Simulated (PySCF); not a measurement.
Working out the ionisation energy of Tl

Tl [Xe] 4f14 5d10 6s2 6p1 (2P) → Tl⁺ [Xe] 4f14 5d10 6s2 (1S). Computed with PySCF 2.14 in x2c-TZVPPall (11s7p6d3f, 83 functions), with scalar relativity by spin-free X2C-1e. Frozen: [Kr] 4d10 4f14. Energies in hartree (1 hartree = 27.21139 eV):

```csv
part,Tl (lower),Tl⁺ (upper)
UHF,-20243.515297,-20243.331475
MP2 opposite-spin,-0.319410,-0.315616
MP2 same-spin,-0.171606,-0.165717
```

Question: What does Hartree-Fock give?

Answer: (-20243.331475) − (-20243.515297) = 0.183822 hartree = 5.002 eV.

Question: What do MP2 and SCS-MP2 (6/5 opposite-spin, 1/3 same-spin) give?

Answer: The opposite-spin parts differ by 0.103 eV and the same-spin parts by 0.160 eV. MP2: 5.002 + (0.103) + (0.160) = 5.265 eV. SCS-MP2: 5.002 + 1.2 × (0.103) + (0.160)/3 = 5.179 eV.

Measured between the centres of the two terms (NIST): 5.464 eV, so MP2 (valence and next inner shell) is off by -0.199 eV.

What remains against the reference includes basis incompleteness, the frozen core and correlation beyond second order.
